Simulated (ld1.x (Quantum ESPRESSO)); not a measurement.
**Building the PAW potential for osmium (revPBE, scalar-relativistic).**

The input file (ld1.x (Quantum ESPRESSO) 7.5):

```
&input
   title='Os', zed=76., rel=1, dft='REVPBE', iswitch=3,
   config='[Xe] 4f14 5d6 6s2 6p0',
   nld=3, rlderiv=3.65, eminld=-2.0, emaxld=5.0, deld=0.02
 /
 &inputp
   pseudotype=3, lpaw=.true., tm=.true., lloc=-2, rcloc=1.65,
   nlcc=.true., new_core_ps=.true.,
   which_augfun='BESSEL', rmatch_augfun=1.25,
   file_pseudopw='Os.UPF', file_wfcaegen='ae.wfc', file_wfcncgen='nc.wfc', file_beta='beta', file_chi='chi', file_wfcusgen='us.wfc'
 /
6
6S  1  0   2.00   0.00  1.70  1.90  0.0
6S  1  0   0.00   0.60  1.70  1.90  0.0
6P  2  1   0.00   0.00  2.50  3.35  0.0
6P  2  1   0.00   2.45  2.50  3.35  0.0
5D  3  2   6.00   0.00  1.85  2.10  0.0
5D  3  2   0.00   2.00  1.85  2.10  0.0
 &test
   configts(1)='5d6 6s2 6p0'
 /
```

Command:

```bash
ld1.x < Os.in > Os.out
```

Output (shortened: banner, matrices, multipoles, cross overlaps and the repeated all-electron block are left out):

```
[... start of the log left out ...]
       Zero norm: self consistency problem; state:  2 (l=  0, j=0.0)
       Zero norm: self consistency problem; state:  2 (l=  0, j=0.0)
       Zero norm: self consistency problem; state:  2 (l=  0, j=0.0)
       Zero norm: self consistency problem; state:  2 (l=  0, j=0.0)
       Zero norm: self consistency problem; state:  2 (l=  0, j=0.0)
       Zero norm: self consistency problem; state:  2 (l=  0, j=0.0)
       Zero norm: self consistency problem; state:  2 (l=  0, j=0.0)
       Zero norm: self consistency problem; state:  2 (l=  0, j=0.0)
       Zero norm: self consistency problem; state:  2 (l=  0, j=0.0)
       Zero norm: self consistency problem; state:  2 (l=  0, j=0.0)
       Zero norm: self consistency problem; state:  2 (l=  0, j=0.0)
       Zero norm: self consistency problem; state:  2 (l=  0, j=0.0)
       Zero norm: self consistency problem; state:  2 (l=  0, j=0.0)
       Zero norm: self consistency problem; state:  2 (l=  0, j=0.0)
       Zero norm: self consistency problem; state:  2 (l=  0, j=0.0)
       Zero norm: self consistency problem; state:  2 (l=  0, j=0.0)
       Zero norm: self consistency problem; state:  2 (l=  0, j=0.0)
       Zero norm: self consistency problem; state:  2 (l=  0, j=0.0)
       Zero norm: self consistency problem; state:  2 (l=  0, j=0.0)
       Zero norm: self consistency problem; state:  2 (l=  0, j=0.0)
       Zero norm: self consistency problem; state:  2 (l=  0, j=0.0)
       Zero norm: self consistency problem; state:  2 (l=  0, j=0.0)
       Zero norm: self consistency problem; state:  2 (l=  0, j=0.0)
       Zero norm: self consistency problem; state:  2 (l=  0, j=0.0)
       Zero norm: self consistency problem; state:  2 (l=  0, j=0.0)
       Zero norm: self consistency problem; state:  2 (l=  0, j=0.0)
       Zero norm: self consistency problem; state:  2 (l=  0, j=0.0)
       Zero norm: self consistency problem; state:  2 (l=  0, j=0.0)
       Zero norm: self consistency problem; state:  2 (l=  0, j=0.0)

 %%%%%%%%%%%%%%%%%%%%%%%%%%%%%%%%%%%%%%%%%%%%%%%%%%%%%%%%%%%%%%%%%%%%%%%%%%%%%%
     Error in routine run_pseudo (1):
     Errors in PS-KS equation
 %%%%%%%%%%%%%%%%%%%%%%%%%%%%%%%%%%%%%%%%%%%%%%%%%%%%%%%%%%%%%%%%%%%%%%%%%%%%%%

     stopping ...
```

The run stopped because the pseudo-atom solver did not find the valence states with the expected number of nodes, which is the usual sign of a ghost state.

The run took about 1.9 s on one core of a shared server CPU.
